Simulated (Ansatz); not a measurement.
Two structures, one formula

Two relaxed structures of HSe$_{2}$O (charge -1), singlet (PBE0-D4/def2-TZVPD; forces vanish, vibrations not checked).

A:

```xyz
4
angstrom
Se -1.8873 -0.0594 0.5835
O -0.0430 0.1102 0.9686
Se 1.1155 -0.5032 -0.2272
H 0.8148 0.4524 -1.3249
```

B:

```
4
angstrom
Se -0.3481 0.2514 1.1943
O -1.9350 -0.1388 0.7801
Se 1.1732 -0.6039 -0.4895
H 1.1098 0.4913 -1.4848
```

Ansatz 0.2.0; basis: def2-TZVPPD; cores frozen in the correlated methods. Filled d shells of the heavier atoms are correlated. The def2 sets are not built for correlating such inner shells, so the correlated values are less sure here. B3LYP uses VWN-RPA correlation.

**Question.** Which structure is lower at CCSD(T), and by how much? (Judge from chemistry; the value comes from the calculation.)

**Answer.** The calculation gives: B, by 16.88 kcal/mol (electronic energy, against the other). By their contacts, A is HSe₂O ([Se][O][SeH]), total charge -1 and B is HSe₂O ([O][Se][SeH]), total charge -1.

All methods give the same order:

```csv
method,E(B) − E(A) (kcal/mol)
PBE-D4,-22.55
r2SCAN-D4,-21.96
PBE0-D4,-20.10
B3LYP-D4,-18.46
wB97M-V,-15.15
HF,-9.45
MP2,-19.35
CCSD,-14.95
CCSD(T),-16.88
```

The T1 diagnostic stays at or below 0.018.

Labels in which every atom is bracketed show which atoms are joined, not bond orders.

For scale, one of the runs: CCSD(T)/def2-TZVPPD, 171 basis functions, launched by `ansatz run in.yaml --threads 2 --pin off --events-out ev --progress --plain --max-ram 4352MiB`. The run took 110 s on 2 CPU threads of an Arm Neoverse V2 (shared host), with 1.6 GiB of host memory at its peak.
